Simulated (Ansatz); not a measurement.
Consider the formal exchange of groups at the Sb–O bond: `C[O][Sb]([F])[SiH3]` + SiH₄ → `[F][Sb]([SiH3])[SiH3]` + CH₃OH.

Isolated molecules relaxed with PBE0-D4/def2-TZVP in Ansatz; ΔE leaves out vibrations. CBS: MP2 limit from def2 TZ/QZ plus the TZ coupled-cluster correction, frozen cores. This one scheme is used for every species. Functionals use def2-TZVPP. B3LYP here is the variant with VWN-RPA as its local correlation; programs differ in this. HSE06 is defined as in plane-wave codes. def2 core potentials past Kr. For Sb outer-core shells are correlated without core-valence functions, which leaves a few kJ/mol of doubt a bond. Each species was taken in one conformer, which may not be the lowest.

```json
{"level": "LDA (SPW92)", "ΔE (kJ/mol)": "-12.3", "difference from CCSD(T)/CBS": "-8.6"}
{"level": "revPBE-D4", "ΔE (kJ/mol)": "-8.2", "difference from CCSD(T)/CBS": "-4.5"}
{"level": "B97M-V", "ΔE (kJ/mol)": "6.6", "difference from CCSD(T)/CBS": "10.3"}
{"level": "B3LYP-D4", "ΔE (kJ/mol)": "-0.5", "difference from CCSD(T)/CBS": "3.2"}
{"level": "HSE06-D4", "ΔE (kJ/mol)": "-19.3", "difference from CCSD(T)/CBS": "-15.6"}
{"level": "PBE-QIDH", "ΔE (kJ/mol)": "-13.7", "difference from CCSD(T)/CBS": "-10.0"}
{"level": "revPBE", "ΔE (kJ/mol)": "-10.1", "difference from CCSD(T)/CBS": "-6.4"}
{"level": "PBE0", "ΔE (kJ/mol)": "-17.5", "difference from CCSD(T)/CBS": "-13.8"}
{"level": "HF/def2-SVP", "ΔE (kJ/mol)": "-14.6", "difference from CCSD(T)/CBS": "-10.9"}
{"level": "MP2/def2-TZVPP", "ΔE (kJ/mol)": "-2.1", "difference from CCSD(T)/CBS": "1.6"}
{"level": "CCSD(T)/CBS", "ΔE (kJ/mol)": "-3.7", "difference from CCSD(T)/CBS": "0"}
```

Largest T1 diagnostic among the species: 0.015.

From r2SCAN to r2SCAN0 (25 % exact exchange), in def2-TZVPP and without D4, ΔE moves by −8.9 kJ/mol. Leaving LDA and LC-ωPBE aside and taking each functional with its dispersion term where it has one, the values, not all of them listed here, spread over 26.3 kJ/mol, from HSE06-D4 to BLYP-D4.

CCSD(T)/CBS has its own doubt, a few kJ/mol and more with outer-core shells, so smaller differences from it don't rank the levels.
